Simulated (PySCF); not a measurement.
SnO2, SMILES [O]=[Sn]=[O]. Heavy atoms are numbered as in [Sn:1](=[O:2])=[O:3].

Coordinates come from a r2SCAN-D4/def2-TZVP optimisation. The def2 effective core potentials stand for the cores of Sn; spin–orbit coupling is left out.

Level of theory: M06-2X/def2-TZVPD (PySCF).

Mulliken values depend strongly on the basis, most of all with diffuse functions as here. ESP charges are fitted to the potential on shells at 1.4 to 2.0 van der Waals radii. Atomic charges (e), one atom of each kind:

```
atom  Mulliken  ESP fit
----  --------  -------
Sn1       1.59     1.28
O2       -0.79    -0.64
```
